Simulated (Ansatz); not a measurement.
Ligand exchange: BH(CH3)F + SiH3Br → BH(CH3)(SiH3) + BrF

Species: BH(CH3)F, singlet; SiH3Br `[SiH3]Br`, singlet; BH(CH3)(SiH3), singlet; BrF, singlet. The partners trade F for SiH3: B–F and Br–SiH3 bonds give way to B–SiH3 and Br–F.

Shapes, held fixed at every level: PBE0-D4/def2-TZVP. Programs: Ansatz 0.2.0. The zero-point and thermal change to 298 K, harmonic and unscaled (PBE0-D4/def2-TZVP), is -6.1 kJ/mol.

Q: Estimate ΔH(298 K) of this reaction.

A: The highest level, CCSD(T)/def2-TZVPP, gives ΔH(298 K) = +500.5 kJ/mol; the levels span +483.4 to +547.2. The column of differences is taken from that level and isn't an error. No measured value is set beside it here. Relativity is left out for Br unless named. Correlated rows may include outer-core shells of Br, which these sets cover unevenly.

```
             level                    kind  ΔH(298 K) (kJ/mol)  less CCSD(T)/def2-TZVPP
       HF/def2-SVP            Hartree–Fock              +547.2                    +46.7
  SPW92/def2-TZVPP                     LDA              +483.4                    -17.1
PBE0-D4/def2-TZVPP           global hybrid              +489.5                    -11.0
wB97M-V/def2-TZVPP  range-separated hybrid              +497.6                     -2.9
 B2PLYP/def2-TZVPP           double hybrid              +501.0                     +0.5
      MP2/def2-SVP     perturbation theory              +539.5                    +39.0
    MP2/def2-TZVPP     perturbation theory              +524.8                    +24.3
CCSD(T)/def2-TZVPP   coupled cluster or CI              +500.5                      0.0
```
